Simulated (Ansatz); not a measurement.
Wavefunction ladder for ClFGa (`[F][Ga][Cl]`) radical

```xyz
3

F    -1.6130   -0.0207    0.2664
Ga    0.0448    0.5450    0.4123
Cl    1.5682   -0.5242   -0.6788
```

The species carries charge 0 and has multiplicity 2. Correlated methods include outer-core shells of Ga, which these sets cover unevenly. Scalar relativity is left out up to krypton. The geometry is a stationary point of PBE0-D4/def2-TZVP. Frozen core, unrestricted reference, Ansatz.

| basis | HF (Eh) | MP2 corr. |
| --- | --- | --- |
| def2-SVP | -2481.79135 | -0.50573 |
| def2-TZVPP | -2482.32796 | -0.63338 |
| def2-QZVPP | -2482.38613 | -0.92225 |

Question: Estimate the CCSD correlation energy and the (T) correction in each basis where they were run (hartree).

Answer: 
```json
{"basis": "def2-SVP", "CCSD corr.": "-0.50874", "(T)": "-0.01256"}
{"basis": "def2-TZVPP", "CCSD corr.": "-0.64229", "(T)": "-0.02472"}
```
